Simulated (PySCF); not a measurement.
**Working out the ionisation energy of Cr¹⁰⁺**

Cr¹⁰⁺ [Ne] 3s2 3p2 (3P) → Cr¹¹⁺ [Ne] 3s2 3p1 (2P). Calculation: PySCF 2.14, in an uncontracted even-tempered set (17 s from 0.49 bohr⁻², ratio 2.5; 11 p from 0.64 bohr⁻², ratio 2.5; 5 d from 3.8 bohr⁻², ratio 2.7; 4 f from 5.7 bohr⁻², ratio 2.7); no relativity, point nucleus. Frozen: 1s2; the 17 highest virtual orbitals dropped. Energies in hartree (1 hartree = 27.21139 eV):

```
             part  Cr¹⁰⁺ (lower)  Cr¹¹⁺ (upper)
              UHF   -1004.797346    -994.939518
MP2 opposite-spin      -0.319315      -0.309258
    MP2 same-spin      -0.109596      -0.098520
```

Task: What does Hartree-Fock give?

Result: (-994.939518) − (-1004.797346) = 9.857828 hartree = 268.245 eV.

Task: What do MP2 and SCS-MP2 (6/5 opposite-spin, 1/3 same-spin) give?

Result: The opposite-spin parts differ by 0.274 eV and the same-spin parts by 0.301 eV. MP2: 268.245 + (0.274) + (0.301) = 268.820 eV. SCS-MP2: 268.245 + 1.2 × (0.274) + (0.301)/3 = 268.674 eV.

A first-order spin-orbit estimate adds -0.045 eV to MP2 (outer shells), giving 268.775 eV against 270.8 ± 0.5 eV (semi-empirical (NIST evaluation); NIST Atomic Spectra Database, ionization energies).

The calculation is non-relativistic.

What remains against the reference includes basis incompleteness, the frozen core and correlation beyond second order.
